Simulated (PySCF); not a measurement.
Z-matrix (Å, degrees):
```
C
O 1 1.1788
O 1 1.3160 2 130.93
H 3 0.9755 1 109.32 2 0.00
```
Charge 0, spin multiplicity 2.

Question: What highest occupied spin orbital, dipole moment and total energy does PBE-D3(BJ)/def2-TZVP // PBE0-D4/def2-TZVP (PySCF) give?

Answer: 
| Item | Value |
|---|---|
| highest occupied spin orbital | -5.55 eV |
| dipole moment | 0.416 e·Å |
| total energy | -188.9849 Ha |
